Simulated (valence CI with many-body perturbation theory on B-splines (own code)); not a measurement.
# E1 line list for Tb¹⁵⁺

Level of theory: configuration interaction combined with many-body perturbation theory (CI+MBPT): four valence electrons over a frozen Dirac-Fock core [Kr] 4d10, a basis of 7 s, 7 p, 7 d, 7 f, 4 g, 2 h functions for each j, with the one-electron correlation potential Σ1 (screened to all orders), the two-electron term Σ2, the three-electron term Σ3, Breit, model QED; selected single and double excitations, second order for the rest, scaled by the run's own slope (own B-spline code, finite nucleus).

No measured spectrum was set against this ion. As an estimate, terms of the open shell hold to a few per cent of their energy, and close levels can change places; configurations with another count of f electrons can be misplaced by thousands of cm⁻¹.

Lines 51 to 100 of 552 in falling wavelength, among levels below 181610 cm⁻¹, chosen from the strongest by gf and those to the six lowest levels. Wavelengths and rates use the calculated energies, so an error of 2000 cm⁻¹ moves a line at 3618 Å by 7.2 % and its rate by three times that or more. Electric multipoles are in the length gauge, E1 and E2 with the static RPA response of the core. Weak lines are less certain than strong ones. Lines between different terms over intervals too small for the method are left out, as are lines whose strength nearly cancels. Where a level lies close to another of its J and parity, the split of strength between their lines is uncertain. The highest levels of a list are the least certain.

Names give the largest LS component (configuration and term), which can be under half, so a name can repeat, a term be missing and a line seem to break the LS rules; names also repeat where a configuration has a term twice. Letters in brackets count levels of one name in rising energy.

```tsv
λ vac (Å)	Upper	Lower	A (s⁻¹)	log gf	Branch %
3618	4f4 3H_5 [e]	4f3 5s 1I°_6 [a]	1.43e+02	-5.51	10.8
3574	4f3 5s 3I°_5 [b]	4f4 3H_6 [b]	6.71e+02	-4.85	5.4
3533	4f3 5s 3G°_4 [c]	4f4 3H_5 [b]	8.01e+02	-4.87	8.9
3504	4f3 5s 5F°_1	4f4 5G_2	1.23e+03	-5.17	95.8
3474	4f3 5s 5F°_4 [a]	4f4 3H_5 [a]	2.44e+02	-5.40	32.4
3422	4f3 5s 5F°_2	4f4 5G_3	6.22e+02	-5.26	53.7
3405	4f3 5s 1H°_5 [b]	4f4 1G_4 [b]	5.41e+02	-4.99	5.2
3400	4f4 3H_6 [d]	4f3 5s 3I°_7 [b]	4.18e+02	-5.03	21.1
3395	4f4 1I_6 [c]	4f3 5s 1I°_6 [a]	1.42e+02	-5.50	4.2
3329	4f3 5s 3G°_5 [b]	4f4 3F_4 [b]	4.21e+02	-5.11	3.4
3310	4f3 5s 5F°_2	4f4 5G_2	3.64e+02	-5.52	31.5
3307	4f3 5s 1L°_8	4f4 3K_8 [b]	1.05e+03	-4.53	17.3
3286	4f3 5s 3K°_8	4f4 3I_7 [a]	2.16e+02	-5.23	7.7
3250	4f3 5s 3H°_5	4f4 3G_5 [b]	1.68e+02	-5.53	1.4
3235	4f4 3I_6 [b]	4f3 5s 3I°_6 [a]	1.51e+02	-5.51	53.3
3225	4f3 5s 3I°_7 [b]	4f4 3H_6 [b]	1.61e+02	-5.42	2.6
3176	4f3 5s 3G°_4 [b]	4f4 5D_4	1.99e+02	-5.57	2.2
3158	4f3 5s 5F°_3	4f4 5G_3	3.16e+02	-5.48	29.4
3101	4f2 5s2 1G_4 [b]	4f3 5s 3G°_5 [c]	3.59e+02	-5.33	1.5
3092	4f3 5s 3I°_5 [b]	4f4 3F_4 [b]	2.80e+02	-5.35	2.3
3090	4f3 5s 1G°_4	4f4 3D_3 [b]	4.00e+02	-5.29	0.4
3069	4f3 5s 3G°_4 [b]	4f4 3F_3 [b]	2.82e+02	-5.45	3.1
3040	4f3 5s 3H°_4	4f4 3G_4 [b]	5.87e+02	-5.14	5.4
3013	4f3 5s 3H°_4	4f4 3G_3 [b]	5.04e+02	-5.21	4.6
2992	4f3 5s 3G°_4 [c]	4f4 1G_4 [a]	5.29e+02	-5.19	5.9
2986	4f3 5s 3G°_5 [b]	4f4 1I_6 [a]	2.87e+02	-5.37	2.3
2975	4f3 5s 3F°_4 [a]	4f4 3F_4 [a]	7.00e+02	-5.08	27.2
2955	4f3 5s 3D°_1 [a]	4f4 3F_2 [a]	7.95e+02	-5.51	20.7
2909	4f3 5s 3H°_5	4f4 3G_4 [b]	2.52e+02	-5.45	2.1
2887	4f3 5s 5F°_5 [b]	4f4 3H_5 [a]	2.66e+02	-5.44	28.6
2824	4f3 5s 3D°_1 [c]	4f4 3F_2 [c]	2.51e+03	-5.04	6.3
2824	4f3 5s 3I°_6 [b]	4f4 1I_6 [a]	2.56e+02	-5.40	3.2
2821	4f3 5s 3D°_3 [c]	4f4 3H_4 [c]	4.71e+02	-5.41	1.0
2812	4f3 5s 1I°_6 [a]	4f4 3H_6 [b]	3.83e+02	-5.23	5.3
2812	4f3 5s 1I°_6 [b]	4f4 3G_5 [b]	4.59e+02	-5.15	5.4
2794	4f3 5s 3I°_5 [b]	4f4 1I_6 [a]	6.25e+02	-5.09	5.0
2790	4f3 5s 3G°_4 [c]	4f4 3F_3 [b]	4.45e+02	-5.33	4.9
2783	4f3 5s 3F°_3 [a]	4f4 3D_3 [a]	3.47e+02	-5.55	10.8
2768	4f3 5s 3F°_2 [b]	4f4 3F_3 [c]	1.00e+03	-5.24	2.3
2760	4f3 5s 3G°_5 [c]	4f4 3G_5 [c]	1.07e+03	-4.87	1.9
2748	4f3 5s 3G°_3 [b]	4f4 3F_2 [a]	1.02e+03	-5.09	7.3
2747	4f3 5s 1D°_2 [a]	4f4 1D_2 [b]	5.14e+02	-5.54	13.5
2746	4f3 5s 3F°_4 [a]	4f4 3G_4 [a]	3.24e+02	-5.48	12.6
2744	4f3 5s 3D°_3 [a]	4f4 3F_3 [a]	3.95e+02	-5.51	26.5
2738	4f3 5s 5F°_4 [b]	4f4 3H_4 [a]	4.75e+02	-5.32	39.6
2714	4f3 5s 3D°_3 [b]	4f4 3G_4 [b]	4.57e+02	-5.45	2.5
2689	4f4 3I_5 [b]	4f3 5s 3I°_5 [a]	2.38e+02	-5.55	50.3
2658	4f3 5s 5F°_1	4f4 5F_1	1.51e+01	-7.32	1.2
2647	4f3 5s 3D°_3 [c]	4f4 3G_4 [c]	1.05e+03	-5.11	2.2
2603	4f3 5s 1I°_6 [a]	4f4 1K_7	5.96e+02	-5.10	8.2
```

(1) How does gf follow from A for the line at 3235 Å?

## Answers

(1) gf = 1.4992 × (2J+1)_upper × A / σ², with σ = 30910 cm⁻¹ and 2J+1 = 13: gf = 3.09e-06.
